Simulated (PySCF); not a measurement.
# Finite-field polarisability of Ge (germanium, neutral)

[Ar] 3d10 4s2 4p2, high-spin 3P determinant. Computed with PySCF 2.14 in dyall-av2z, with no relativity, point nucleus. Frozen: [Ar] 3d10. Energy changes in a uniform field (μhartree):

| axis | F (au) | HF | MP2 | CCSD | CCSD(T) |
| --- | --- | --- | --- | --- | --- |
| x | 0.0024 | -96.340 | -94.272 | -92.912 | -93.063 |
| x | 0.0048 | -385.383 | -377.112 | -371.677 | -372.279 |
| y | 0.0021 | -98.496 | -97.107 | -96.269 | -96.499 |
| y | 0.0042 | -394.345 | -388.796 | -385.453 | -386.373 |

By symmetry the remaining axis equals y.

Task: Derive α along x at CCSD(T) from the two fields.

Result: With ΔE = −αF²/2 − γF⁴/24, α = −(16 ΔE(F) − ΔE(2F))/(6F²) = 32.31 bohr³.

Task: And the mean polarisability at each level?

Result: The components xx, yy, zz at CCSD(T) are 32.31, 43.75, 43.75, the third axis being equal by symmetry to one of the two computed. Means: HF 40.92, MP2 40.26, CCSD 39.85, CCSD(T) 39.94 bohr³. Reference: 40 ± 1 bohr³ (recommended; Schwerdtfeger and Nagle, table of static dipole polarizabilities (2023 update)).

A double-zeta set is small for polarisabilities.
